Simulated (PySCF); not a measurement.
**Basis-set dependence of population analyses: `CC#CB[SiH2]N`**

Compound: C3H8BNSi.
Atom-mapped SMILES: `[CH3:1][C:2]#[C:3][BH:4][SiH2:5][NH2:6]` (hydrogens: H7, H8, H9 on C1; H10 on B4; H11, H12 on Si5; H13, H14 on N6)

PBE0 throughout (PySCF), one geometry, spherical d and f functions. Geometry: PBE0-D3(BJ)/def2-SVP, one conformer, isolated molecule. Atoms taken as equivalent share a column and are averaged. The first 7 of 10 kinds of atom are listed.

Mulliken charges (e):

```json
{"basis": "STO-3G", "functions": "42", "C1": "-0.253", "C2": "-0.019", "C3": "-0.148", "B4": "+0.045", "Si5": "+0.607", "N6": "-0.586", "H7/H8/H9": "+0.112"}
{"basis": "6-31G", "functions": "74", "C1": "-0.547", "C2": "+0.152", "C3": "-0.283", "B4": "-0.045", "Si5": "+0.669", "N6": "-0.993", "H7/H8/H9": "+0.216"}
{"basis": "pcSseg-0", "functions": "74", "C1": "-0.584", "C2": "-0.140", "C3": "-0.302", "B4": "-0.025", "Si5": "+0.709", "N6": "-1.052", "H7/H8/H9": "+0.276"}
{"basis": "6-31G*", "functions": "104", "C1": "-0.661", "C2": "+0.242", "C3": "-0.179", "B4": "-0.139", "Si5": "+0.465", "N6": "-0.921", "H7/H8/H9": "+0.223"}
{"basis": "cc-pVDZ", "functions": "128", "C1": "-0.018", "C2": "-0.073", "C3": "-0.166", "B4": "-0.035", "Si5": "+0.289", "N6": "-0.309", "H7/H8/H9": "+0.091"}
{"basis": "def2-SVP", "functions": "128", "C1": "+0.011", "C2": "+0.114", "C3": "-0.314", "B4": "-0.116", "Si5": "+0.404", "N6": "-0.414", "H7/H8/H9": "+0.082"}
{"basis": "aug-cc-pVDZ", "functions": "214", "C1": "+0.110", "C2": "-0.596", "C3": "+0.791", "B4": "-0.919", "Si5": "-0.099", "N6": "-0.351", "H7/H8/H9": "-0.003"}
{"basis": "6-311+G(2d,p)", "functions": "218", "C1": "-0.811", "C2": "+0.409", "C3": "-0.144", "B4": "+0.014", "Si5": "+0.471", "N6": "-0.799", "H7/H8/H9": "+0.182"}
{"basis": "def2-TZVP", "functions": "240", "C1": "-0.482", "C2": "-0.037", "C3": "+0.061", "B4": "-0.060", "Si5": "+0.247", "N6": "-0.640", "H7/H8/H9": "+0.167"}
{"basis": "cc-pVTZ", "functions": "296", "C1": "-0.282", "C2": "+0.234", "C3": "-0.317", "B4": "-0.055", "Si5": "+0.245", "N6": "-0.360", "H7/H8/H9": "+0.128"}
{"basis": "IGLO-III", "functions": "299", "C1": "-0.346", "C2": "-0.052", "C3": "-0.142", "B4": "+0.101", "Si5": "+0.726", "N6": "-0.711", "H7/H8/H9": "+0.144"}
```

IAO charges (e):

```json
{"basis": "STO-3G", "functions": "42", "C1": "-0.417", "C2": "+0.018", "C3": "-0.151", "B4": "-0.102", "Si5": "+0.726", "N6": "-0.691", "H7/H8/H9": "+0.161"}
{"basis": "6-31G", "functions": "74", "C1": "-0.452", "C2": "+0.033", "C3": "-0.155", "B4": "-0.114", "Si5": "+0.601", "N6": "-0.806", "H7/H8/H9": "+0.182"}
{"basis": "pcSseg-0", "functions": "74", "C1": "-0.442", "C2": "+0.033", "C3": "-0.147", "B4": "-0.127", "Si5": "+0.593", "N6": "-0.781", "H7/H8/H9": "+0.180"}
{"basis": "6-31G*", "functions": "104", "C1": "-0.432", "C2": "+0.032", "C3": "-0.158", "B4": "-0.130", "Si5": "+0.720", "N6": "-0.825", "H7/H8/H9": "+0.176"}
{"basis": "cc-pVDZ", "functions": "128", "C1": "-0.432", "C2": "+0.029", "C3": "-0.155", "B4": "-0.139", "Si5": "+0.715", "N6": "-0.820", "H7/H8/H9": "+0.177"}
{"basis": "def2-SVP", "functions": "128", "C1": "-0.424", "C2": "+0.032", "C3": "-0.153", "B4": "-0.138", "Si5": "+0.726", "N6": "-0.812", "H7/H8/H9": "+0.173"}
{"basis": "aug-cc-pVDZ", "functions": "214", "C1": "-0.440", "C2": "+0.027", "C3": "-0.159", "B4": "-0.135", "Si5": "+0.718", "N6": "-0.853", "H7/H8/H9": "+0.180"}
{"basis": "6-311+G(2d,p)", "functions": "218", "C1": "-0.443", "C2": "+0.028", "C3": "-0.159", "B4": "-0.141", "Si5": "+0.750", "N6": "-0.864", "H7/H8/H9": "+0.181"}
{"basis": "def2-TZVP", "functions": "240", "C1": "-0.442", "C2": "+0.027", "C3": "-0.158", "B4": "-0.144", "Si5": "+0.759", "N6": "-0.861", "H7/H8/H9": "+0.181"}
{"basis": "cc-pVTZ", "functions": "296", "C1": "-0.444", "C2": "+0.028", "C3": "-0.158", "B4": "-0.142", "Si5": "+0.745", "N6": "-0.855", "H7/H8/H9": "+0.181"}
{"basis": "IGLO-III", "functions": "299", "C1": "-0.444", "C2": "+0.027", "C3": "-0.159", "B4": "-0.144", "Si5": "+0.758", "N6": "-0.866", "H7/H8/H9": "+0.181"}
```

Hirshfeld charges (e):

```tsv
basis	functions	C1	C2	C3	B4	Si5	N6	H7/H8/H9
STO-3G	42	-0.002	-0.034	-0.137	+0.103	+0.365	-0.322	+0.037
6-31G	74	-0.068	-0.008	-0.135	+0.082	+0.268	-0.328	+0.063
pcSseg-0	74	-0.073	-0.001	-0.142	+0.076	+0.297	-0.325	+0.063
6-31G*	104	-0.069	-0.009	-0.133	+0.080	+0.254	-0.314	+0.063
cc-pVDZ	128	-0.082	-0.003	-0.137	+0.072	+0.276	-0.309	+0.065
def2-SVP	128	-0.086	0.000	-0.139	+0.072	+0.283	-0.312	+0.065
aug-cc-pVDZ	214	-0.097	-0.004	-0.141	+0.075	+0.288	-0.327	+0.069
6-311+G(2d,p)	218	-0.088	-0.006	-0.144	+0.075	+0.288	-0.323	+0.067
def2-TZVP	240	-0.092	-0.003	-0.141	+0.074	+0.282	-0.323	+0.068
cc-pVTZ	296	-0.093	-0.002	-0.140	+0.074	+0.282	-0.322	+0.068
IGLO-III	299	-0.096	-0.005	-0.143	+0.076	+0.284	-0.324	+0.069
```

ESP-fitted charges (e):

```tsv
basis	functions	C1	C2	C3	B4	Si5	N6	H7/H8/H9
STO-3G	42	-0.557	+0.258	-0.415	+0.243	+0.608	-0.925	+0.177
6-31G	74	-0.570	+0.305	-0.524	+0.333	+0.579	-1.217	+0.192
pcSseg-0	74	-0.682	+0.349	-0.557	+0.322	+0.658	-1.177	+0.223
6-31G*	104	-0.609	+0.361	-0.602	+0.435	+0.380	-1.022	+0.198
cc-pVDZ	128	-0.560	+0.357	-0.625	+0.443	+0.335	-0.897	+0.187
def2-SVP	128	-0.550	+0.348	-0.608	+0.417	+0.404	-0.934	+0.184
aug-cc-pVDZ	214	-0.617	+0.396	-0.664	+0.455	+0.399	-0.969	+0.200
6-311+G(2d,p)	218	-0.640	+0.404	-0.673	+0.460	+0.402	-1.004	+0.206
def2-TZVP	240	-0.635	+0.399	-0.662	+0.455	+0.396	-0.988	+0.205
cc-pVTZ	296	-0.613	+0.383	-0.648	+0.448	+0.389	-0.937	+0.200
IGLO-III	299	-0.614	+0.392	-0.664	+0.455	+0.394	-0.974	+0.200
```

Problem. Which scheme is steadiest as the basis changes?

Solution. Largest range over the bases for any column: Hirshfeld 0.11 e, IAO 0.17 e, ESP-fitted 0.32 e, Mulliken 1.11 e. Hirshfeld charges move least and Mulliken charges most, counted in e. Without the minimal STO-3G basis the ranges are Hirshfeld 0.04, IAO 0.17, ESP-fitted 0.32, Mulliken 1.11 e.

Problem. How much do the charges still move between the two largest bases, cc-pVTZ and IGLO-III?

Solution. At most, over all atoms: Mulliken 0.481 e, IAO 0.013 e, Hirshfeld 0.004 e, ESP-fitted 0.037 e.

Problem. What do the same runs give for the total energy, the frontier levels and the dipole moment?

Solution. 
```
        basis  energy (Eh)  HOMO (eV)  LUMO (eV)  μ (D)
       STO-3G    -482.0011      -3.32       0.68   1.30
        6-31G    -487.7018      -6.48      -1.97   1.62
     pcSseg-0    -487.0163      -6.56      -2.32   1.64
       6-31G*    -487.7772      -6.61      -1.97   1.31
      cc-pVDZ    -487.8089      -6.66      -2.12   1.25
     def2-SVP    -487.5680      -6.72      -2.18   1.27
  aug-cc-pVDZ    -487.8251      -6.86      -2.26   1.46
6-311+G(2d,p)    -487.8737      -6.89      -2.28   1.41
    def2-TZVP    -487.8901      -6.86      -2.25   1.31
      cc-pVTZ    -487.8876      -6.83      -2.23   1.32
     IGLO-III    -487.8963      -6.88      -2.27   1.38
```

The dipole is fixed by the density alone, so its range of 0.39 D shows that the density itself changes with the basis, not only its division among atoms.
